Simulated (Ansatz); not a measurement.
C3H9AlSi can be A, `C[C@H]1[AlH][Si@@H]1C`, or B, `C=[CH][AlH][CH2][SiH3]`.

Calculated with Ansatz (gas phase, PBE0-D4/def2-TZVP geometries, no zero-point term in ΔE). CCSD(T)/CBS adds triple-zeta CCSD(T) − MP2 to the extrapolated MP2 energy (def2 sets, frozen cores). Functionals use def2-TZVPP. B3LYP here is the variant with VWN-RPA as its local correlation; programs differ in this. One conformer a species, not always the lowest.

A:

```xyz
14

C     2.016   -0.392   -0.349
C     0.562   -0.750   -0.125
Al   -0.538   -1.910    1.003
Si   -0.763    0.381    0.656
C    -1.790    1.555   -0.389
H     2.610   -1.257   -0.660
H     2.463   -0.011    0.573
H     2.143    0.385   -1.111
H     0.085   -1.105   -1.067
H    -0.644   -3.421    1.478
H    -0.139    1.134    1.789
H    -1.175    2.380   -0.756
H    -2.608    1.975    0.201
H    -2.222    1.035   -1.246
```

B:

Z-matrix (Å, degrees):
```
C
Si 1 1.864
Al 1 1.952 2 113.8
H 1 1.096 2 108.2 3 120.8
H 1 1.096 2 107.9 3 -122.9
H 2 1.490 1 113.0 3 -170.4
H 2 1.489 1 110.2 3 68.7
H 2 1.492 1 110.6 3 -49.8
C 3 1.941 1 118.8 2 -79.4
H 3 1.589 1 119.9 2 99.5
C 9 1.336 3 121.0 1 2.6
H 9 1.091 3 122.6 1 -178.3
H 11 1.089 9 123.0 3 179.2
H 11 1.088 9 122.0 3 -0.5
```

(1) Which isomer does CCSD(T)/CBS put lower? Give the gap. (An estimate is asked.)

(2) Give E(B) − E(A) in kJ/mol with PBE0-D4, PBE-D4, B3LYP-D4, r2SCAN-D4, CCSD(T)/def2-TZVPP, CCSD/def2-TZVPP, HF/def2-TZVPP. (An estimate is asked.)

Largest T1 diagnostic: 0.012.

Answers

(1) Ansatz gave: B, by 68.1 kJ/mol.

(2) Ansatz gave: PBE0-D4 -39.5, PBE-D4 -35.7, B3LYP-D4 -74.0, r2SCAN-D4 -51.0, CCSD(T)/def2-TZVPP -69.2, CCSD/def2-TZVPP -73.4, HF/def2-TZVPP -110.5. None reverses the order clearly.

From PBE to PBE0 (25 % exact exchange), in def2-TZVPP and without D4, E(B) − E(A) moves by −3.7 kJ/mol. In def2-TZVPP, CCSD(T) changes the Hartree–Fock value by +41.3 kJ/mol (the triples alone add +4.3 kJ/mol) and MP2 by +47.4 kJ/mol.
